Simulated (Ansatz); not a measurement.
CH3BBrFSi, SMILES `FB1C[SiH]1Br`. Charge 0, multiplicity 1.

Z-matrix (Å, degrees):
```
C
B 1 1.517
Si 1 1.951 2 66.3
H 1 1.097 2 114.9 3 -81.9
H 1 1.088 2 126.0 3 131.5
F 2 1.310 1 135.4 3 -149.8
Br 3 2.215 1 121.8 2 104.5
H 3 1.479 1 110.2 2 -126.1
```

Q: What are the harmonic wavenumbers in cm⁻¹ at PBE0-D4/def2-TZVP (Ansatz, finite differences of forces, unscaled)? (An estimate is asked.)

A: The calculation gave: 81, 149, 253, 338, 390, 468, 533, 627, 678, 720, 805, 883, 1019, 1343, 1491, 2251, 3069, 3165.

Q: Is this a minimum?

A: Yes, all 18 modes are real.

Q: Give the ideal-gas thermochemistry at 298.15 K and 1 bar (rigid rotor, harmonic oscillator; point group C1, symmetry number 1).

A: Zero-point energy 109.2 kJ/mol; H(298) − E = 128.6 kJ/mol; entropy 345.7 J/(mol·K), of which translation 171.6, rotation 118.5, vibration 55.7; G(298) − E = 25.5 kJ/mol. Modes under 100 cm⁻¹ are hindered rotations or soft bends, so the harmonic entropy is rough.

Q: Rotational constants (cm⁻¹)?

A: 0.1838, 0.03775, 0.03391.
